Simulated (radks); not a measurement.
Spherical jellium clusters: N electrons in a uniform positive sphere of charge N and radius rs N^(1/3), rs = 4.35 bohr. Calculated with a radial shooting solver with Libxc functionals: non-relativistic Kohn-Sham, LDA (Slater exchange, Perdew-Wang correlation), spin-polarised, spherical densities. Levels are named by radial order and angular momentum (1s, 1p, 1d, 2s, ...), and open shells are averaged over m.

N = 3, configuration 1s2 1p(up 1, down 0). This is the lowest configuration that the search found. Occupied and some empty levels:

level    occupation  eigenvalue (eV)  <r> (bohr)
1s up             1          -3.6928       4.629
1s down           1          -3.4076       4.608
1p up             1          -2.0679       6.131
1p down           0          -1.7770       6.259
2s up             0         -0.59153       9.667
1d up             0         -0.48538       8.460
2s down           0         -0.47879       10.25
1d down           0         -0.28419       9.158

Energy (eV): total -4.49403, kinetic 4.5223, external -44.680, Hartree 21.543, exchange-correlation -9.3012, background 23.422.
